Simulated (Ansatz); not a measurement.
This geometry of C₂H₃BLi (7 atoms, charge 0, multiplicity 2) is a first-order saddle point.

Level of theory: UKS B3LYP-D4/def2-SVP (Ansatz 0.2.0).

```xyz
7
Properties=species:S:1:pos:R:3
Li -1.175 -3.152 -0.767
B -0.358 -1.319 -0.133
C 0.219 -0.117 0.341
C 0.163 1.268 -0.126
H 0.827 -0.331 1.253
H -0.587 1.975 0.251
H 0.911 1.675 -0.819
```

(1) Which two structures does it join? (They come from a converged band through this point; their orientation in space is the band's.)

(2) How far does it lie above each of them?

Answers

(1) No bond is made or broken. The dihedral B2–C3–C4–H6 goes from 0 to 180°. The two ends are copies of one structure, up to a mirror image or an exchange of like atoms.

Image 0:

```xyz
7
Properties=species:S:1:pos:R:3
Li -1.427 -3.101 -0.504
B -0.434 -1.312 -0.112
C 0.328 -0.093 0.205
C 0.149 1.251 -0.049
H 1.240 -0.367 0.775
H -0.721 1.616 -0.604
H 0.864 2.006 0.291
```

Image 6:

```xyz
7
Properties=species:S:1:pos:R:3
Li -1.428 -3.100 -0.504
B -0.433 -1.312 -0.113
C 0.329 -0.094 0.205
C 0.149 1.251 -0.050
H 1.242 -0.366 0.775
H 0.863 2.006 0.290
H -0.722 1.615 -0.604
```

(2) 0.90 eV above the first and 0.90 eV above the second. This is the barrier of this one path; another mechanism may lie lower.

Time of the run: 2.7 min on 1 thread of Arm Neoverse V2, on a shared host, peak memory 0.22 GiB.
